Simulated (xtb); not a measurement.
xtb input (GFN2-xTB):

```bash
xtb mol.xyz --gfn 2 --sp --chrg 1 --uhf 0
```
mol.xyz:
```
14

N     -1.25585413     1.45720404    -0.19536470
Si    -1.61055665    -0.26475449    -0.15479975
O     -0.12696724    -1.01126180    -0.03881121
Si     1.42311114    -0.76661880     0.28657921
N      1.60746057     1.09032883    -0.01608999
H     -1.63262578     1.99849387     0.57574642
H     -1.50858763     1.93579860    -1.05366720
H     -2.21648128    -0.69353293    -1.42035088
H     -2.37688180    -0.58928337     1.05486163
H      2.33385997    -1.39770010    -0.67127450
H      1.78318278    -0.91626870     1.70044005
H      2.10145189     1.58430429     0.72753063
H      0.61567114     1.46071137    -0.07466611
H      2.07914097     1.31406742    -0.89286014
```

End of the output:

```
         :::::::::::::::::::::::::::::::::::::::::::::::::::::
         ::                     SUMMARY                     ::
         :::::::::::::::::::::::::::::::::::::::::::::::::::::
         :: total energy             -17.692994938331 Eh    ::
         :: gradient norm              0.033439343532 Eh/a0 ::
         :: HOMO-LUMO gap              5.075794202354 eV    ::
         ::.................................................::
         :: SCC energy               -17.855003737942 Eh    ::
         :: -> isotropic ES            0.141865222977 Eh    ::
         :: -> anisotropic ES         -0.003213202524 Eh    ::
         :: -> anisotropic XC         -0.000123506045 Eh    ::
         :: -> dispersion             -0.008039558873 Eh    ::
         :: repulsion energy           0.162008799611 Eh    ::
         :: add. restraining           0.000000000000 Eh    ::
         :: total charge               1.000000000000 e     ::
         :::::::::::::::::::::::::::::::::::::::::::::::::::::

           -------------------------------------------------
          |                Property Printout                |
           -------------------------------------------------

    * Orbital Energies and Occupations

         #    Occupation            Energy/Eh            Energy/eV
      -------------------------------------------------------------
         1        2.0000           -0.9580719             -26.0705
       ...           ...                  ...                  ...
         4        2.0000           -0.7695020             -20.9392
         5        2.0000           -0.7410677             -20.1655
         6        2.0000           -0.7388576             -20.1053
         7        2.0000           -0.7302754             -19.8718
         8        2.0000           -0.6729041             -18.3107
         9        2.0000           -0.6667775             -18.1439
        10        2.0000           -0.6566207             -17.8676
        11        2.0000           -0.6541238             -17.7996
        12        2.0000           -0.6353001             -17.2874
        13        2.0000           -0.6077502             -16.5377
        14        2.0000           -0.5918253             -16.1044
        15        2.0000           -0.5580688             -15.1858
        16        2.0000           -0.5555637             -15.1177 (HOMO)
        17                         -0.3690317             -10.0419 (LUMO)
        18                         -0.3584537              -9.7540
        19                         -0.3229759              -8.7886
        20                         -0.3164075              -8.6099
        21                         -0.2890176              -7.8646
        22                         -0.2812449              -7.6531
        23                         -0.2235019              -6.0818
        24                         -0.1978629              -5.3841
        25                         -0.1760024              -4.7893
        26                         -0.1223905              -3.3304
        27                         -0.0891318              -2.4254
       ...                                ...                  ...
        39                          0.6764513              18.4072
      -------------------------------------------------------------
                  HL-Gap            0.1865320 Eh            5.0758 eV
             Fermi-level           -0.4622977 Eh          -12.5798 eV

     #   Z          covCN         q      C6AA      α(0)
     1   7 N        2.539    -0.442    31.590     8.347
     2  14 Si       3.522     0.569    98.091    19.122
     3   8 O        1.539    -0.393    20.804     6.153
     4  14 Si       3.510     0.576    98.330    19.168
     5   7 N        3.379    -0.312    28.000     7.859
     6   1 H        0.860     0.180     1.211     1.724
     7   1 H        0.860     0.180     1.215     1.726
     8   1 H        0.917    -0.034     3.718     3.016
     9   1 H        0.917    -0.038     3.811     3.053
    10   1 H        0.918    -0.003     3.108     2.757
    11   1 H        0.917    -0.006     3.168     2.784
    12   1 H        0.860     0.234     0.948     1.525
    13   1 H        0.856     0.253     0.872     1.463
    14   1 H        0.860     0.235     0.945     1.523

 Mol. C6AA /au·bohr⁶  :       2237.822958
 Mol. C8AA /au·bohr⁸  :      78369.512818
 Mol. α(0) /au        :         80.221215

Wiberg/Mayer (AO) data.
largest (>0.10) Wiberg bond orders for each atom

 ---------------------------------------------------------------------------
     #   Z sym  total        # sym  WBO       # sym  WBO       # sym  WBO
 ---------------------------------------------------------------------------
     1   7 N    3.198 --     2 Si   1.066     7 H    0.954     6 H    0.954
     2  14 Si   3.795 --     1 N    1.066     3 O    0.898     9 H    0.883
                             8 H    0.883
     3   8 O    2.405 --     4 Si   1.311     2 Si   0.898
     4  14 Si   3.758 --     3 O    1.311    11 H    0.882    10 H    0.882
                             5 N    0.641
     5   7 N    3.517 --    12 H    0.943    14 H    0.941    13 H    0.854
                             4 Si   0.641
     6   1 H    0.967 --     1 N    0.954
     7   1 H    0.968 --     1 N    0.954
     8   1 H    0.999 --     2 Si   0.883
     9   1 H    0.999 --     2 Si   0.883
    10   1 H    1.000 --     4 Si   0.882
    11   1 H    1.000 --     4 Si   0.882
    12   1 H    0.945 --     5 N    0.943
    13   1 H    0.936 --     5 N    0.854
    14   1 H    0.945 --     5 N    0.941
 ---------------------------------------------------------------------------

Topologies differ in total number of bonds
Writing topology from bond orders to xtbtopo.mol

molecular dipole:
                 x           y           z       tot (Debye)
 q only:        1.367       1.201       0.074
   full:        1.405       1.630       0.003       5.469
molecular quadrupole (traceless):
                xx          xy          yy          xz          yz          zz
 q only:        9.763       1.469      -2.018       1.478      -0.979      -7.745
  q+dip:        8.459       2.230      -2.848       0.723      -0.500      -5.611
Note: The following floating-point exceptions are signalling: IEEE_UNDERFLOW_FLAG IEEE_DENORMAL
normal termination of xtb
   full:        8.895       1.670      -0.457       1.080      -1.280      -8.437

           -------------------------------------------------
          | TOTAL ENERGY              -17.692994938331 Eh   |
          | GRADIENT NORM               0.033439343532 Eh/α |
          | HOMO-LUMO GAP               5.075794202354 eV   |
           -------------------------------------------------

------------------------------------------------------------------------
------------------------------------------------------------------------
 total:
 SCF:
```

It need not be the lowest isomer of its formula.
